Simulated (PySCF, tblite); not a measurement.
Isomers of C7H9NOS, one GFN2-xTB conformer each. Single-point energies are computed at PBE0/pcSseg-1 (PySCF, gas phase, no added dispersion term), electronic only.

```tsv
SMILES	GFN2-xTB relative energy (kcal/mol)
C=C1[C@@H](C#N)[C@H](C)C[S@@]1=O	24.2
CC(=S)[C@@H]1C=C[C@@H]1NC=O	20.4
CC1(C)CC=C(C#N)[S@@]1=O	17.6
C=C1[C@@H](C#N)[C@@H](C)C[S@]1=O	24.9
NC(=O)C1=CSCCC=C1	0.0
```

Conformers: `[CH2:1]=[C:2]1[C@@H:3]([C:4]#[N:5])[C@H:6]([CH3:7])[CH2:8][S@@:9]1=[O:10]` with C1–C2–C3–C4 87°, C2–C3–C6–C7 77°, C3–C6–C8–S9 43°, C6–C8–S9–O10 81°; `[CH3:1][C:2](=[S:3])[C@@H:4]1[CH:5]=[CH:6][C@@H:7]1[NH:8][CH:9]=[O:10]` with C1–C2–C4–C5 -156°, C6–C7–N8–C9 174°, C7–N8–C9–O10 -5°; `[CH3:1][C:2]1([CH3:3])[CH2:4][CH:5]=[C:6]([C:7]#[N:8])[S@@:9]1=[O:10]` with C1–C2–C4–C5 -148°, C2–C4–C5–C6 19°, C5–C6–S9–O10 88°, C1–C2–S9–C6 148°; `[CH2:1]=[C:2]1[C@@H:3]([C:4]#[N:5])[C@@H:6]([CH3:7])[CH2:8][S@:9]1=[O:10]` with C1–C2–C3–C4 22°, C2–C3–C6–C7 -72°, C3–C6–C8–S9 -43°, C6–C8–S9–O10 -86°; `[NH2:1][C:2](=[O:3])[C:4]1=[CH:5][S:6][CH2:7][CH2:8][CH:9]=[CH:10]1` with H–N1–C2–O3 168° and 4°, N1–C2–C4–C5 158°, C4–C5–S6–C7 1°, C5–S6–C7–C8 46°, S6–C7–C8–C9 -89°, C7–C8–C9–C10 64°.

Task: What does PBE0/pcSseg-1 give for the same structures?

Result: 
```tsv
SMILES	PBE0/pcSseg-1 E (Eh)	PBE0/pcSseg-1 (kcal/mol)	GFN2-xTB (kcal/mol)	point group
NC(=O)C1=CSCCC=C1	-799.64957	0.0	0.0	C1
CC(=S)[C@@H]1C=C[C@@H]1NC=O	-799.59995	31.1	20.4	C1
CC1(C)CC=C(C#N)[S@@]1=O	-799.57747	45.2	17.6	C1
C=C1[C@@H](C#N)[C@@H](C)C[S@]1=O	-799.56675	52.0	24.9	C1
C=C1[C@@H](C#N)[C@H](C)C[S@@]1=O	-799.56638	52.2	24.2	C1
```

Both levels put the same isomer lowest; measured from each level's own lowest isomer, the values differ by up to 28.0 kcal/mol (C=C1[C@@H](C#N)[C@H](C)C[S@@]1=O: 24.2 against 52.2). As drawn, the lowest has a C=O bond, an N–H bond and a C(=O)–N unit, which the highest lacks; the highest has a C≡N group and an S=O bond, which the lowest lacks. Neighbours under 2.5 kcal/mol apart (C=C1[C@@H](C#N)[C@@H](C)C[S@]1=O and C=C1[C@@H](C#N)[C@H](C)C[S@@]1=O) can change places with a better method, another conformer or zero-point energy. C=C1[C@@H](C#N)[C@@H](C)C[S@]1=O and C=C1[C@@H](C#N)[C@H](C)C[S@@]1=O are stereoisomers, 0.2 kcal/mol apart in the conformers taken.

Task: Which frontier levels, dipoles and rotational constants go with these structures?

Result: 
```
                          SMILES  HOMO (eV, PBE0/pcSseg-1)  LUMO (eV)  dipole (D)       A, B, C (MHz)
               NC(=O)C1=CSCCC=C1                     -6.18      -1.30        4.86  2033, 838.6, 615.8
     CC(=S)[C@@H]1C=C[C@@H]1NC=O                     -6.41      -2.17        2.08   1400, 1107, 844.6
         CC1(C)CC=C(C#N)[S@@]1=O                     -7.16      -2.00        6.58  2090, 919.2, 800.6
C=C1[C@@H](C#N)[C@@H](C)C[S@]1=O                     -6.98      -1.12        3.78   1935, 1003, 810.3
C=C1[C@@H](C#N)[C@H](C)C[S@@]1=O                     -6.94      -1.31        2.20   1629, 1071, 900.2
```

Task: What happens when harmonic zero-point energies from GFN2-xTB frequencies are added?

Result: 
```json
{"SMILES": "NC(=O)C1=CSCCC=C1", "ZPE (kcal/mol)": "91.9", "electronic (kcal/mol)": "0.0", "with ZPE (kcal/mol)": "0.0"}
{"SMILES": "CC(=S)[C@@H]1C=C[C@@H]1NC=O", "ZPE (kcal/mol)": "90.6", "electronic (kcal/mol)": "31.1", "with ZPE (kcal/mol)": "29.9"}
{"SMILES": "CC1(C)CC=C(C#N)[S@@]1=O", "ZPE (kcal/mol)": "90.9", "electronic (kcal/mol)": "45.2", "with ZPE (kcal/mol)": "44.3"}
{"SMILES": "C=C1[C@@H](C#N)[C@@H](C)C[S@]1=O", "ZPE (kcal/mol)": "91.1", "electronic (kcal/mol)": "52.0", "with ZPE (kcal/mol)": "51.2"}
{"SMILES": "C=C1[C@@H](C#N)[C@H](C)C[S@@]1=O", "ZPE (kcal/mol)": "91.1", "electronic (kcal/mol)": "52.2", "with ZPE (kcal/mol)": "51.4"}
```

The zero-point energies span 1.3 kcal/mol. The order is unchanged.
